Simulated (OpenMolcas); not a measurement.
## Sb4+: effect of the basis set

| Property | Result |
| --- | --- |
| Program | OpenMolcas 26.06 |
| Method | CASSCF |
| Active space | 1 electron in 4 orbitals (5s 5p) |
| State averaging | 2S+1 = 2 even, 1 root; 2S+1 = 2 odd, 3 roots |
| Spin-orbit coupling | state interaction with AMFI integrals over the reference wave functions, term energies averaged over their components |

A. ANO-RCC-VDZP [6s5p3d1f], DKH2, point nucleus; cost of the order of 6 core-seconds
B. ANO-R1 [6s5p3d1f], X2C, finite nucleus; cost roughly 4 core-seconds
C. ANO-R2 [7s6p4d2f1g], X2C, finite nucleus; cost roughly 7 core-seconds
D. ANO-RCC-VTZP [7s6p4d2f1g], DKH2, point nucleus; cost of the order of 11 core-seconds
E. ANO-RCC-VQZP [8s7p5d3f2g], DKH2, point nucleus; cost about 12 core-seconds
F. ANO-R3 [8s7p5d3f2g1h], X2C, finite nucleus; cost of the order of 11 core-seconds

Energies in cm⁻¹ above 5s ²S_1/2, the measured ground level; measured values from Moore, Atomic Energy Levels, vol. III, NSRDS-NBS 35 (1971 reprint of NBS Circular 467, 1958).

```tsv
Level	A	B	C	D	E	F	Measured
5s ²S_1/2	0.0	0.0	0.0	0.0	0.0	0.0	0.0
5p ²P°_1/2	80414	75836	79073	80493	80095	80183	81566
5p ²P°_3/2	88083	84439	86556	88580	87340	87514	90553
```

Deviations, from unrounded energies. A percentage is the sum of absolute deviations over the sum of measured energies, with the sign that they share, or ± where signs differ.

```csv
Against measurement,Levels,A,B,C,D,E,F
mean absolute deviation (cm-1),2,1800,5900,3200,1500,2300,2200
other configurations (%),2,-2.1,-6.9,-3.8,-1.8,-2.7,-2.6
```

D lies closest to measurement on these levels and B furthest from it. The largest miss of D in the table is 5p ²P°_3/2, by -2000 cm-1. The ranking rests on the paired levels alone, and a cruder setting can come out closer through cancelling errors.

Among A to F the level of the table that moves most is 5p ²P°_1/2, by 4700 cm-1 (lowest in B, highest in D).

With one active electron the reference holds no correlation, so core polarisation is missing. The basis is small and was not contracted for so high a charge (holds for A; B). Measured partners are found by configuration, term and J. A level has none where our copy of the source lacks it or the pairing is in doubt (some pairs that miss far off the trend of their configuration count as doubtful), and it then counts in no deviation. Levels of configurations outside the active space are missing.

° marks odd parity.
